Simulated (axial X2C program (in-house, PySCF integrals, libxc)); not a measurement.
Ω levels of TiH⁺ from open-shell CI on d2 s0 p(π)0

Computed with an axial X2C code built on PySCF integrals: two-component X2C with atomic mean-field Coulomb and Gaunt terms, basis Ti dyall-v3z, H dyall-v3z (cores contracted in-house). Orbitals come from Hartree–Fock averaged over the configuration Ti d2 s0 p(π)0; CI then distributes these electrons over the d, s, p(π) shells of Ti.

R = 1.763 Å (near the minimum of the configuration average).

Active spinors (ω > 0):

```csv
shell,ω,ε (eV),character
d,1/2,-4.66,"81% Ti d, 14% Ti s"
d,3/2,-4.43,100% Ti d
d,5/2,-4.42,100% Ti d
d,1/2,-4.27,99% Ti d
d,3/2,-4.27,99% Ti d
s,1/2,-1.78,"84% Ti s, 15% Ti p"
p(π),1/2,-3.63,98% Ti p
p(π),3/2,-3.62,98% Ti p
```

Lowest levels of this model:

| Ω | energy (cm⁻¹) | g∥ | configuration |
| --- | --- | --- | --- |
| 2 | 0 | 2.00 | 100% d2 |
| 3 | 150 | 6.00 | 100% d2 |
| 4 | 300 | 10.00 | 100% d2 |
| 0 | 1125 | 0.00 | 100% d2 |
| 1 | 1145 | 3.96 | 100% d2 |
| 0 | 1908 | 0.00 | 100% d2 |
| 0 | 1943 | 0.00 | 100% d2 |
| 1 | 1961 | 2.03 | 100% d2 |
| 2 | 1994 | 5.99 | 100% d2 |
| 1 | 3135 | 0.01 | 100% d2 |
| 2 | 3240 | 4.01 | 100% d2 |
| 3 | 3334 | 8.00 | 100% d2 |
| 0 | 10163 | 0.00 | 100% d2 |
| 1 | 10311 | 2.01 | 100% d2 |
| 0 | 11698 | 0.00 | 100% d2 |
| 1 | 11701 | 3.99 | 100% d2 |
| 2 | 14022 | 4.04 | 100% d2 |
| 4 | 14260 | 8.00 | 100% d2 |
| 0 | 14856 | 0.00 | 100% d2 |
| 0 | 14858 | 0.00 | 100% d2 |
| 1 | 14910 | 2.00 | 100% d2 |
| 2 | 14980 | 5.96 | 100% d2 |
| 3 | 16325 | 6.00 | 100% d2 |
| 2 | 18005 | 4.00 | 100% d2 |
| 0 | 20567 | 0.00 | 100% d2 |

g∥ is the magnitude of 2⟨Lz + ge Sz⟩ for the +Ω component.

(1) From Ω and g∥ of the lowest level, whose 2⟨Lz + ge Sz⟩ is positive, find ⟨Sz⟩ and ⟨Lz⟩ (ge = 2.0023).

Occupations of the active spinors in the lowest level by ω, shell by shell in order of energy: -5/2: 0.00; -3/2: 0.00 0.00 0.00; -1/2: 0.00 0.00 0.00 0.00; 1/2: 0.00 1.00 0.00 0.00; 3/2: 1.00 0.00 0.00; 5/2: 0.00. The leading determinant has weight 1.00 among 16.

This point took 0.3 s on 1 thread of Arm Neoverse V1 (shared host).

There is no dynamic correlation: spin–orbit spacings and, for f shells, spacings inside one term are the most reliable numbers, splittings between terms come out too wide, and energies between configurations are not reliable, so the lowest level need not be the ground state of the molecule. For d shells the ligand-field splittings (σ, π, δ) and their order can be off by a thousand cm⁻¹ or more. At most 6 roots were kept for each Ω > 0 (twice that for Ω = 0) within 3.2 eV of the lowest, so higher up levels can be missing between those listed; levels with Ω > 0 are doubly degenerate and listed once, Ω = 0 levels singly. Some active spinors are only partly of the character that their shell is named for, so the shell names and counts are nominal. States that fill the shells left empty in the average are placed too high.

Answers

(1) Ω = ⟨Lz⟩ + ⟨Sz⟩ = 2 and ⟨Lz⟩ + ge⟨Sz⟩ = 1.000, so ⟨Sz⟩ = -1.00 and ⟨Lz⟩ = 3.00.
